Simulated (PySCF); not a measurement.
**A survey of 19F NMR shifts**

PySCF 2.14 calculation with PBE0/pcSseg-1 with gauge-including orbitals and GFN2-xTB structure; no solvent model, fast rotation and ring inversion assumed for equivalent nuclei, a single conformation, non-relativistic.

Shieldings were converted by a linear fit to measured shifts: 19F: δ = 146.13 − 0.903σ +14.6 on sp3 carbon (rms 6.0 ppm, 223 shifts, 7.0 ppm with the 5 outliers that the fit left out vs CFCl3, solution or neat liquid). A few per cent of atoms miss by over 2 rms, more outside the fitted compound classes.

(1) Give the 19F shifts of `FC1=C(OC(F)(F)F)C[SiH2]C1`, `Fc1nnsc1C(F)(F)F`.

(2) Match the shifts -101.9, -110.7, -120.7, -151.6 ppm to `Cn1nc2cccc(F)c2n1`, `F/C=C(\[SiH3])C[SiH2]C[SiH3]`, `Cc1cc(F)c(S(=O)(=O)Cl)s1`, `Cc1cccc2c(F)nnn12`.

Results:

(1) 
```
                                                                 compound                             environment  δ (ppm)
[F:1][C:2]1=[C:3]([O:4][C:5]([F:6])([F:7])[F:8])[CH2:9][SiH2:10][CH2:11]1  F6/7/8: fluorine of an OCF3 group (×3)    -56.4
[F:1][C:2]1=[C:3]([O:4][C:5]([F:6])([F:7])[F:8])[CH2:9][SiH2:10][CH2:11]1                    F1: vinylic fluorine   -110.7
                [F:1][c:2]1[n:3][n:4][s:5][c:6]1[C:7]([F:8])([F:9])[F:10]   F8/9/10: fluorine of a CF3 group (×3)    -53.7
                [F:1][c:2]1[n:3][n:4][s:5][c:6]1[C:7]([F:8])([F:9])[F:10]                       F1: aryl fluorine   -118.3
```

(2) -101.9: F/C=C(\[SiH3])C[SiH2]C[SiH3] (vinylic fluorine); -110.7: Cc1cc(F)c(S(=O)(=O)Cl)s1 (aryl fluorine); -120.7: Cn1nc2cccc(F)c2n1 (aryl fluorine); -151.6: Cc1cccc2c(F)nnn12 (aryl fluorine).
